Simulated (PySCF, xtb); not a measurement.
C₅H₆Si, SMILES C#C[SiH](C)C#C.

Harmonic wavenumbers (cm⁻¹) from GFN2-xTB (xtb) at its own minimum, in rising order: 80, 112, 121, 124, 214, 259, 290, 304, 600, 612, 618, 674, 679, 680, 684, 703, 770, 838, 840, 1377, 1489, 1490, 2177, 2208, 2211, 3034, 3034, 3039, 3352, 3352.

### Question
What does B3LYP-D3(BJ)/def2-SVP (PySCF) give at its own minimum? (Estimate from the structure and the level; the computed values follow.)

### Answer
95, 140, 141, 165, 248, 312, 358, 397, 574, 651, 693, 740, 741, 745, 745, 748, 771, 862, 899, 1270, 1430, 1433, 2151, 2152, 2234, 3035, 3131, 3136, 3456, 3456. Paired by order, the mean absolute difference is 54 cm⁻¹ and the zero-point energies are 51.4 and 52.8 kcal/mol.
